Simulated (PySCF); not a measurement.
# `F[C@H]1C[SiH2][C@H](F)C1`, C4H8F2Si

Molfile (atoms numbered from 1):
```
C4H8F2Si
     RDKit          3D

 15 15  0  0  0  0  0  0  0  0999 V2000
    0.2816    0.1136   -2.0652 F   0  0  0  0  0  0  0  0  0  0  0  0
    0.8788   -0.3324   -0.8947 C   0  0  1  0  0  0  0  0  0  0  0  0
    1.1426    0.8717    0.0037 C   0  0  0  0  0  0  0  0  0  0  0  0
   -0.5577    1.2655    0.7777 Si  0  0  0  0  0  4  0  0  0  0  0  0
   -1.2692   -0.4710    0.3218 C   0  0  2  0  0  0  0  0  0  0  0  0
   -1.8319   -1.1121    1.4181 F   0  0  0  0  0  0  0  0  0  0  0  0
   -0.0833   -1.2859   -0.1985 C   0  0  0  0  0  0  0  0  0  0  0  0
    1.7991   -0.8379   -1.2131 H   0  0  0  0  0  0  0  0  0  0  0  0
    1.8790    0.5935    0.7562 H   0  0  0  0  0  0  0  0  0  0  0  0
    1.5704    1.6797   -0.5858 H   0  0  0  0  0  0  0  0  0  0  0  0
   -0.4969    1.4389    2.2261 H   0  0  0  0  0  0  0  0  0  0  0  0
   -1.2776    2.3312    0.0852 H   0  0  0  0  0  0  0  0  0  0  0  0
   -2.0673   -0.4270   -0.4258 H   0  0  0  0  0  0  0  0  0  0  0  0
   -0.3986   -2.0780   -0.8793 H   0  0  0  0  0  0  0  0  0  0  0  0
    0.4266   -1.7417    0.6515 H   0  0  0  0  0  0  0  0  0  0  0  0
  1  2  1  0
  2  3  1  0
  3  4  1  0
  4  5  1  0
  5  6  1  0
  5  7  1  0
  7  2  1  0
  2  8  1  6
  3  9  1  0
  3 10  1  0
  4 11  1  0
  4 12  1  0
  5 13  1  6
  7 14  1  0
  7 15  1  0
M  END
```

Level of theory: TDDFT BHandHLYP/def2-SVPD circular dichroism and optical rotation, one conformer, gas phase (PySCF). Geometry: GFN2-xTB.

States above about 9.4 eV (minus the energy of the highest occupied orbital) lie near or above the ionisation threshold and depend on the basis.

Task: Draw the ECD and absorption spectra from the lowest 16 states, each a Gaussian of half-width 0.35 eV at 1/e height.

Result: 
```tsv
E (eV)	λ (nm)	Δε (L mol⁻¹ cm⁻¹)	ε (L mol⁻¹ cm⁻¹)
7.12	174	+0.03	184
7.27	171	+0.14	524
7.42	167	+0.60	1050
7.57	164	+1.90	1510
7.72	161	+3.74	1740
7.87	158	+2.86	2090
8.02	155	-6.15	3100
8.17	152	-22.93	4690
8.32	149	-36.41	5960
8.47	146	-34.99	6430
8.62	144	-18.69	6780
8.77	141	+4.69	7670
8.92	139	+29.51	8440
9.07	137	+50.18	8180
9.22	135	+56.13	7590
9.37	132	+41.69	8440
9.52	130	+15.94	11200
```
Δε uses R in velocity form, ε uses f in length form. Only the states computed contribute, so the short-wavelength end is incomplete.

The sign of the CD bands at 132, 129 nm isn't settled: the length form gives the opposite one.
